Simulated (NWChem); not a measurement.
Molecule: CF2, singlet; SMILES F[C]F

Computed with NWChem. Low-valent species are run as closed-shell singlets; no triplet was tried in these runs. Structure relaxed at the PBE0/def2-SVP level. Ions are spin-unrestricted doublets at the neutral geometry; other ion states weren't tried. Functional: LC-ωPBE (HJS hole) with def2-SVP; rows give the range parameter ω in 1/bohr.

For range parameter (1/bohr) 0.10:

| Item | Result |
|---|---|
| −ε(HOMO) (eV) | 8.18 |

Task: Estimate the same quantities for range parameter (1/bohr) 0.25.

Result: The −ε(HOMO) (eV) is 10.09.
